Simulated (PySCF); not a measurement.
Cl2Hg (SMILES [Cl][Hg][Cl]), singlet, at a GFN2-xTB geometry (such geometries of metal compounds can be far from the true shape) (core potentials on Hg); PySCF with WB97X-V/def2-SVPD.

The PySCF input:
```python
from pyscf import gto, scf, dft

mol = gto.M(
    atom='''
Hg    0.00000000    0.00000000    0.00000000
Cl    0.00000000    0.00000000    2.30126892
Cl   -0.00000000   -0.00000000   -2.30126892
''',
    basis='def2-svpd',
    ecp={'Hg': 'def2-svpd'},
    verbose=4,
)

mf = dft.RKS(mol)
mf.xc = 'wb97x_v'
mf.grids.atom_grid = (99, 590)
mf.grids.prune = None
mf.kernel()
```

### Question
Write the output that PySCF gives for this input, abridged.

### Answer

```
PySCF version 2.14.0

[INPUT] verbose = 4
[INPUT] num. atoms = 3
[INPUT] num. electrons = 54
[INPUT] charge = 0
[INPUT] spin (= nelec alpha-beta = 2S) = 0
[INPUT] symmetry False subgroup None
[INPUT] Mole.unit = angstrom
[INPUT] Symbol           X                Y                Z      unit          X                Y                Z       unit  Magmom
[INPUT]  1 Hg     0.000000000000   0.000000000000   0.000000000000 AA    0.000000000000   0.000000000000   0.000000000000 Bohr   0.0
[INPUT]  2 Cl     0.000000000000   0.000000000000   2.301268920000 AA    0.000000000000   0.000000000000   4.348767997774 Bohr   0.0
[INPUT]  3 Cl     0.000000000000   0.000000000000  -2.301268920000 AA    0.000000000000   0.000000000000  -4.348767997774 Bohr   0.0

nuclear repulsion = 189.593926468854
number of shells = 35
number of NR pGTOs = 150
number of NR cGTOs = 89
basis = def2-svpd
ecp = {'Hg': 'def2-svpd'}

******** <class 'pyscf.dft.rks.RKS'> ********
method = RKS
initial guess = minao
damping factor = 0
level_shift factor = 0
DIIS = <class 'pyscf.scf.diis.CDIIS'>
diis_start_cycle = 1
diis_space = 8
diis_damp = 0
SCF conv_tol = 1e-09
SCF conv_tol_grad = None
SCF max_cycles = 50
direct_scf = True
direct_scf_tol = 1e-13
XC library pyscf.dft.libxc version 7.1.2
    S. Lehtola, C. Steigemann, M. J. T. Oliveira, and M. A. L. Marques,  SoftwareX 7, 1–5 (2018)
XC functionals = wb97x_v
    N. Mardirossian and M. Head-Gordon,  Phys. Chem. Chem. Phys. 16, 9904–9924 (2014)
radial grids:
    Treutler-Ahlrichs [JCP 102, 346 (1995); DOI:10.1063/1.469408] (M4) radial grids

becke partition: Becke, JCP 88, 2547 (1988); DOI:10.1063/1.454033
pruning grids: None
grids dens level: 3
symmetrized grids: False
atomic radii adjust function: <function treutler_atomic_radii_adjust>
User specified grid scheme (99, 590)
** Following is NLC and NLC Grids **
NLC functional = wb97x_v
radial grids:
    Treutler-Ahlrichs [JCP 102, 346 (1995); DOI:10.1063/1.469408] (M4) radial grids

becke partition: Becke, JCP 88, 2547 (1988); DOI:10.1063/1.454033
pruning grids: <function nwchem_prune>
grids dens level: 3
symmetrized grids: False
atomic radii adjust function: <function treutler_atomic_radii_adjust>
small_rho_cutoff = 0
Set gradient conv threshold to 3.16228e-05
Initial guess from minao.
tot grids = 175232
tot grids = 61504
init E= -1061.66929425155
  HOMO = -0.763250009976935  LUMO = -0.616662370912422  gap/eV = 3.98885
cycle= 1 E= -1072.87710297975  delta_E= -11.2  |g|= 1.62  |ddm|= 16.4
  HOMO = -0.135253452709133  LUMO = 0.0656659711504386  gap/eV = 5.46730
cycle= 2 E= -1072.85494111403  delta_E= 0.0222  |g|= 1.84  |ddm|= 4.32
  HOMO = -0.408380326342654  LUMO = -0.0309047226069442  gap/eV = 10.27163
cycle= 3 E= -1073.4989823104  delta_E= -0.644  |g|= 0.0571  |ddm|= 1.63
  HOMO = -0.424629179898199  LUMO = -0.0291178255482609  gap/eV = 10.76241
cycle= 4 E= -1073.50113621123  delta_E= -0.00215  |g|= 0.0237  |ddm|= 0.205
  HOMO = -0.419649268092196  LUMO = -0.0257913800291811  gap/eV = 10.71742
cycle= 5 E= -1073.50141575488  delta_E= -0.00028  |g|= 0.007  |ddm|= 0.0523
  HOMO = -0.42057370922341  LUMO = -0.026749345518176  gap/eV = 10.71651
cycle= 6 E= -1073.50147514187  delta_E= -5.94e-05  |g|= 0.00157  |ddm|= 0.0413
  HOMO = -0.420253269905403  LUMO = -0.0265959988828121  gap/eV = 10.71196
cycle= 7 E= -1073.50147700883  delta_E= -1.87e-06  |g|= 0.000553  |ddm|= 0.00586
  HOMO = -0.420259383074611  LUMO = -0.0265688565636209  gap/eV = 10.71286
cycle= 8 E= -1073.50147716673  delta_E= -1.58e-07  |g|= 9.79e-05  |ddm|= 0.00136
  HOMO = -0.42026261281266  LUMO = -0.0265857380489979  gap/eV = 10.71249
cycle= 9 E= -1073.50147717746  delta_E= -1.07e-08  |g|= 1.11e-05  |ddm|= 0.000414
  HOMO = -0.420262452961932  LUMO = -0.0265868295657844  gap/eV = 10.71246
cycle= 10 E= -1073.50147717759  delta_E= -1.23e-10  |g|= 1.39e-06  |ddm|= 6.86e-05
  HOMO = -0.420262528013288  LUMO = -0.0265866067334863  gap/eV = 10.71247
Extra cycle  E= -1073.50147717758  delta_E= 1.36e-12  |g|= 8.11e-07  |ddm|= 5.78e-06
converged SCF energy = -1073.50147717758
```
